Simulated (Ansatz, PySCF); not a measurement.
This Ansatz (a program for electronic structure) input computes a CCSD(T)/cc-pVDZ energy:

Ansatz 0.2 input:
```yaml
crystal:
  periodic: [false, false, false]
  atoms:
    - {symbol: B, position_ang: [-0.00000000, -0.00000000, -0.65016523]}
    - {symbol: F, position_ang: [0.00000000, 0.00000000, 0.56413896]}
    - {symbol: H, position_ang: [-0.00000000, -0.00000000, -1.82642451]}
basis:
  gaussian:
    orbitals: cc-pVDZ
total_charge: 1
magnetization: {spin_polarized: false}
correlation: {method: ccsd_t, electrons: outside_noble_gas}
```

**Question.** Write an input for the same energy in PySCF and say what it gives.

**Answer.** 
```python
from pyscf import gto, scf, mp, cc as ccmod

mol = gto.M(
    atom='''
    B    -0.00000000   -0.00000000   -0.65016523
    F     0.00000000    0.00000000    0.56413896
    H    -0.00000000   -0.00000000   -1.82642451
    ''',
    basis='cc-pvdz',
    charge=1,
    spin=0,
    verbose=4,
)

mf = scf.RHF(mol)
mf.conv_tol = 1e-10
mf.max_cycle = 100
mf.kernel()
mp2 = mp.MP2(mf, frozen=2).run()
cc = ccmod.CCSD(mf, frozen=2)
cc.max_cycle = 100
cc.kernel()
et = cc.ccsd_t()
print(f'E(CCSD(T)) = {cc.e_tot + et:.9f}')
```
It gives -124.67196 Eh, and Ansatz -124.67196 Eh, a difference of 0.00 mEh.
